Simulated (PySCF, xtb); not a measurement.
C2H5AlBrF, SMILES C[CH2][Al]([F])[Br].

xtb with GFN2-xTB at its own geometry gives an orbital gap of 3.99 eV and a dipole moment of 4.47 D.

Geometry: B3LYP-D3(BJ)/def2-SVP. The structure was generated by enumeration; whether it is a known compound was not checked. Other conformers were not sampled.

Question: What does PySCF with PBE/def2-TZVP give? (An estimate is asked for; the answer gives what the named calculation found.)

Answer: gap 5.54 eV (levels -7.04 and -1.50 eV), dipole 2.25 D.
